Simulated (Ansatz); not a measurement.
A nudged elastic band was laid between two geometries of a periodic cell of 13 atoms, LiCd12 (surface Cd(0001), adsorbate Li).

Method: DFT PBE, scalar-relativistic, plane waves, PAW (Ansatz). Settings: cutoff 420 eV, k mesh 3x3x1, gaussian smearing 0.05 eV, no spin polarisation.

| Item | Value |
| --- | --- |
| movable images | 5 |
| climbing image | yes |
| spring | 5.0 eV/Å² |
| optimiser | quadratic models (default) |
| start path | IDPP |
| force threshold | 0.05 eV/Å |
| iteration limit | 72 |
| end points | relaxed |
| atoms held | 1 to 4 |

Image 0:

```xyz
13
Lattice="5.9600 0.0000 0.0000 2.9800 5.1615 0.0000 0.0000 0.0000 18.6203" Properties=species:S:1:pos:R:3
Cd 0.000 0.000 1.000
Cd 2.980 0.000 1.000
Cd 1.490 2.581 1.000
Cd 4.470 2.581 1.000
Cd 0.025 1.725 4.139
Cd 3.005 1.742 4.099
Cd 1.529 4.299 4.064
Cd 4.481 4.299 4.079
Cd 0.060 -0.021 7.787
Cd 3.026 -0.019 6.568
Cd 1.549 2.571 7.775
Cd 4.522 2.561 7.775
Li 3.064 -0.026 9.127
```

Image 6:

Only the atoms that move by more than 0.05 Å are listed.
```
Cd5 0.039 1.718 4.064
Cd7 1.515 4.306 4.139
Cd10 3.032 -0.019 7.775
Cd12 4.516 2.562 6.568
Li13 4.554 2.555 9.127
```

What changes between the two ends?

Contacts lost: Cd6–Cd10, Cd7–Cd10, Cd8–Cd10. Contacts made: Cd5–Cd12, Cd6–Cd12, Cd8–Cd12. The atom that moves furthest is Li13, by 2.98 Å.

What energy profile does the band end with?

It converged. The highest image is number 3 of 0 to 6, 0.052 eV above the ends, which have the same energy within 2 meV. By the program's own check the climbing image is of a kind that is not told: the force calls were inconclusive, a negative curvature could not be distinguished from the path's own, the only one lies far off the path, or fixed occupations may fill a level only in part (lowest curvatures found: -0.08 and 0.04 eV/Å²). Limits of this set-up: thin slab, slab without dipole correction.

```csv
image,path coordinate (Å),energy (eV),Cd6–Cd10 (Å),Cd7–Cd10 (Å),Cd8–Cd10 (Å)
0,0.00,0.000,3.03,3.03,3.04
1,0.62,0.015,3.02,3.07,3.04
2,1.25,0.039,3.06,3.18,3.07
3,1.87,0.052,3.19,3.31,3.20
4,2.51,0.038,3.40,3.49,3.42
5,3.15,0.014,3.81,3.80,3.78
6,3.78,0.000,4.08,4.01,4.06
```

What is the geometry of the highest image?


```xyz
13
Lattice="5.9600 0.0000 0.0000 2.9800 5.1615 0.0000 0.0000 0.0000 18.6203" Properties=species:S:1:pos:R:3
Cd 0.000 0.000 1.000
Cd 2.980 0.000 1.000
Cd 1.490 2.581 1.000
Cd 4.470 2.581 1.000
Cd 0.011 1.719 4.043
Cd 2.973 1.729 4.212
Cd 1.500 4.298 4.043
Cd 4.458 4.312 4.171
Cd 0.034 -0.015 7.694
Cd 2.984 -0.023 6.874
Cd 1.490 2.586 7.803
Cd 4.497 2.598 6.872
Li 3.786 1.264 9.158
```

The run took 14 min on 4 threads of Arm Neoverse V1 (shared host), peak memory 3.8 GiB.
